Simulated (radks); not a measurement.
All-electron atom: Zr2+ in [Kr] 5p2 (not the ground configuration).

Calculated with a radial shooting solver on a logarithmic mesh with Libxc functionals: scalar-relativistic Kohn-Sham, SCAN, spin-polarised, spherical densities, finite nucleus; open shells are filled with parallel spins first (spin-orbit coupling, left out, can overturn this in heavy ions); meta-GGA in the generalised Kohn-Sham scheme; Fermi nuclear charge, rms radius 4.2694 fm.

Energy parts (eV):
| part | energy |
|---|---|
| total | -97909.397 |
| kinetic | 100677.283 |
| electron-nucleus | -234822.202 |
| Hartree | 39335.334 |
| exchange-correlation | -3099.811 |

Orbitals (lengths in bohr, moments of r in powers of bohr; <r^-3> diverges for s and p1/2; r(90%) holds 90 % of the orbital's charge):
orbital  occ.  eigenvalue (eV)  <r^-3>      <r^4>     <r^2>  r(90%)
1s up       1        -17890.80       -  8.891e-06  0.001854  0.0664
1s down     1        -17890.75       -  8.891e-06  0.001854  0.0664
2s up       1        -2513.401       -   0.001672   0.03113   0.251
2s down     1        -2513.378       -   0.001672   0.03112   0.251
2p up       3        -2241.092    2154   0.001205   0.02456   0.231
2p down     3        -2241.043    2154   0.001205   0.02456   0.231
3s up       1        -438.1237       -    0.08949    0.2397   0.676
3s down     1        -438.0744       -    0.08944    0.2396   0.676
3p up       3        -348.4499   347.4     0.1013    0.2480   0.698
3p down     3        -348.3853   347.4     0.1012    0.2479   0.698
3d up       5        -202.1489   45.03     0.1215    0.2474   0.727
3d down     5        -202.0690   45.04     0.1213    0.2473   0.727
4s up       1         -80.1202       -      3.883     1.611    1.73
4s down     1         -79.8928       -      3.939     1.623    1.74
4p up       3         -56.6613   47.87      6.273     2.002    1.95
4p down     3         -56.4792   47.58      6.156     1.998    1.95
5p up       2         -15.5890   6.696      253.6     13.39    4.92

The highest occupied level is 5p up at -15.589 eV. Spin moment in Bohr magnetons: 2. Summed over all electrons, <r^2> = 46.68 bohr^2, which gives a Langevin (diamagnetic) susceptibility term of -37 x 10^-6 cm^3/mol. The spin density at the nucleus is 0.9570 e/bohr^3 (1s -0.0851, 2s 0.0609, 3s 0.1380, 4s 0.8431).
